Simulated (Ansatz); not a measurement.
Start from `FC[SiH2]S` and change one atom or group to get `FC([SiH3])[SiH2]S`.

Ansatz, PBE0-D4/def2-TZVP geometries, multiplicity 1. Each molecule was computed in one conformer, which needn't be the lowest.

```
                                      property  `FC[SiH2]S`
             LUMO energy (PBE/def2-TZVPP) / eV        -0.75
            HOMO energy (PBE0/def2-TZVPP) / eV        -7.53
          HOMO–LUMO gap (PBE0/def2-TZVPP) / eV         7.68
             HOMO energy (PBE/def2-TZVPP) / eV        -6.28
size of the dipole moment (PBE/def2-TZVPP) / D         1.28
           HOMO–LUMO gap (PBE/def2-TZVPP) / eV         5.54
```

(1) Give the same properties after the change, and the shifts. (An estimate is asked.)

Results:

(1) Computed: 
```
                                      property  `FC([SiH3])[SiH2]S`  shift
             LUMO energy (PBE/def2-TZVPP) / eV                -1.21  -0.46
            HOMO energy (PBE0/def2-TZVPP) / eV                -7.51   0.02
          HOMO–LUMO gap (PBE0/def2-TZVPP) / eV                 7.20  -0.48
             HOMO energy (PBE/def2-TZVPP) / eV                -6.28   0.00
size of the dipole moment (PBE/def2-TZVPP) / D                 1.01  -0.27
           HOMO–LUMO gap (PBE/def2-TZVPP) / eV                 5.07  -0.47
```

Dipoles are sizes alone; their direction can turn.
